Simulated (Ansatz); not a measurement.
A nudged elastic band was laid between two geometries of CH5BO + H2O (11 atoms, charge 0, multiplicity 1).

All numbers below come from Ansatz 0.2.0, RKS PBE/def2-SVP.

| Property | Result |
| --- | --- |
| movable images | 9 |
| climbing image | yes |
| spring | 5.0 eV/Å² |
| optimiser | quadratic models (default) |
| start path | through a guess of the saddle point |
| force threshold | 0.05 eV/Å |
| iteration limit | 60 |
| end points | relaxed |

Initial state:

```xyz
11
Properties=species:S:1:pos:R:3
B 0.146 -0.018 0.262
C -0.119 0.279 1.792
H -1.178 0.143 2.094
H 0.540 -0.296 2.477
H 0.107 1.355 1.970
O 1.433 -0.400 -0.093
H 1.541 -0.400 -1.060
H -0.620 0.361 -0.613
O -0.608 -2.210 0.285
H -0.880 -2.274 1.220
H 0.358 -2.357 0.333
```

Final state:

```xyz
11
Properties=species:S:1:pos:R:3
B -0.117 -0.782 -0.972
C 0.057 0.055 2.685
H -0.855 0.589 3.012
H 0.777 0.011 3.524
H 0.509 0.592 1.830
O 1.002 -0.006 -0.896
H 1.715 -0.465 -0.410
H -1.083 -0.323 -1.555
O -0.113 -2.030 -0.401
H -0.964 -2.486 -0.516
H -0.208 -0.971 2.366
```

**Question.** What changes between the two ends?

**Answer.** Bonds broken: B1–C2, O9–H11. Bonds formed: B1–O9, C2–H11. CH5BO + H2O becomes BH3O2 + CH4.

**Question.** Give the energies along the band, and the barrier.

**Answer.** It converged. The highest image is number 5 of 0 to 10, 1.07 eV above the first end and 2.42 eV above the last; the last end lies 1.36 eV below the first. The profile has 2 maxima (images 3, 5) with wells between them (image 4): this band takes more than one step, which may be the mechanism or a detour left from its start path. Neighbouring images differ by up to 1.6 eV, so the band resolves the path poorly. A vibrational analysis at the climbing image gives one clearly imaginary mode, 1173i cm⁻¹: a first-order saddle point. The orbitals stay closed-shell, which can raise the energy where a bond breaks towards radicals; this wasn't checked here.

| image | path coordinate (Å) | energy (eV) | B1–C2 (Å) | O9–H11 (Å) | B1–O9 (Å) |
| --- | --- | --- | --- | --- | --- |
| 0 | 0.00 | 0.00 | 1.58 | 0.98 | 2.32 |
| 1 | 1.00 | 0.02 | 1.59 | 0.98 | 2.27 |
| 2 | 2.00 | 0.17 | 1.58 | 0.98 | 2.49 |
| 3 | 3.00 | 0.18 | 1.59 | 0.98 | 2.51 |
| 4 | 4.00 | 0.15 | 1.61 | 0.98 | 2.05 |
| 5 | 5.00 | 1.07 | 1.82 | 1.23 | 1.62 |
| 6 | 5.76 | -0.56 | 2.41 | 1.83 | 1.41 |
| 7 | 6.52 | -1.22 | 2.93 | 2.28 | 1.38 |
| 8 | 7.28 | -1.34 | 3.39 | 2.64 | 1.37 |
| 9 | 8.04 | -1.35 | 3.66 | 2.77 | 1.37 |
| 10 | 8.80 | -1.36 | 3.76 | 2.96 | 1.37 |

**Question.** What is the geometry of the highest image?

**Answer.** 
```xyz
11
Properties=species:S:1:pos:R:3
B 0.039 -0.422 0.049
C -0.018 0.015 1.820
H -0.905 -0.110 2.482
H 0.900 -0.213 2.400
H -0.003 1.093 1.570
O 1.278 -0.152 -0.521
H 1.994 -0.672 -0.117
H -0.917 0.116 -0.491
O -0.230 -2.003 0.292
H -1.109 -2.227 -0.069
H -0.310 -1.242 1.251
```

Run time: 8.1 min on 2 threads of Arm Neoverse V1, on a shared host, peak memory 0.12 GiB.
